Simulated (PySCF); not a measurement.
**How methods differ on the fine-structure interval of Ru³⁹⁺**

Ru³⁹⁺ [He] 2s2 2p1 [2p1/2^1, M_J = 1/2] → Ru³⁹⁺ [He] 2s2 2p1 [2p3/2^1, M_J = 3/2], as a difference of total energies. Calculation: PySCF 2.14, in an uncontracted even-tempered set (17 s from 18 bohr⁻², ratio 2.4; 12 p from 24 bohr⁻², ratio 2.4; 5 d from 78 bohr⁻², ratio 2.6; 4 f from 120 bohr⁻², ratio 2.6); the two-component X2C-1e Hamiltonian. Correlated levels: nothing frozen; the 32 highest virtual spinors dropped. "Screened" scales the spin-orbit matrix elements by Boettger's factors to mimic the two-electron term; Breit and QED terms are absent.

```csv
method,fine-structure interval (cm⁻¹)
GHF (screened spin-orbit),1210100
GMP2 (screened spin-orbit),1204000
GHF (bare spin-orbit),1269700
```
